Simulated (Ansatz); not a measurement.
Geometry optimisation, RKS PBE0/def2-SVP in Ansatz.

Input file:

```yaml
crystal:
  periodic: [false, false, false]
  atoms:
    - { symbol: B, position_ang: [0.2103, 1.2476, -0.6854] }
    - { symbol: C, position_ang: [-0.6574, 0.0409, -0.157] }
    - { symbol: Si, position_ang: [0.3178, -1.0659, 0.8667] }
    - { symbol: S, position_ang: [-0.3397, -1.419, -1.161] }
    - { symbol: H, position_ang: [0.3933, 1.3919, -1.8691] }
    - { symbol: H, position_ang: [0.3793, 2.2197, 0.0205] }
    - { symbol: H, position_ang: [-1.6691, 0.2045, 0.1932] }
    - { symbol: H, position_ang: [1.8427, -0.8251, 0.8598] }
    - { symbol: H, position_ang: [-0.3887, -1.8409, 1.915] }
basis:
  gaussian: { orbitals: def2-SVP }
hamiltonian:
  xc: pbe0
relax:
  f_tol: 0.015
  max_steps: 40
```

Run as:

```bash
$ ansatz run input.yaml --threads 1 --pin off --max-ram 2048MiB --backend cpu --events-out ev --progress --plain --runs-dir out
```

Problem. Where does it end, and by what steps?

Solution. It converged. After 9 steps the energy has fallen by 0.750 eV; H5 moved furthest, 0.87 Å.

```
step  energy less start (eV)  largest force component (eV/Å)  accepted
   0                  0.0000                           2.168       yes
   1                 -0.3512                           1.675       yes
   2                 -0.4904                           1.013       yes
   3                 -0.5996                           0.555       yes
   4                 -0.6772                           0.393       yes
   5                 -0.7268                           0.160       yes
   6                 -0.7473                           0.097       yes
   7                 -0.7497                           0.040       yes
   8                 -0.7498                           0.053       yes
   9                 -0.7502                           0.008       yes
```

```xyz
9
Properties=species:S:1:pos:R:3
B 0.117 1.288 -0.633
C -0.761 0.110 -0.253
Si 0.382 -1.109 0.648
S -0.635 -1.541 -1.121
H 1.060 1.143 -1.376
H -0.085 2.360 -0.108
H -1.716 0.251 0.271
H 1.852 -0.916 0.614
H -0.124 -1.632 1.941
```

The run took 43 s on 1 thread of Arm Neoverse V1 (shared host), peak memory 0.17 GiB.
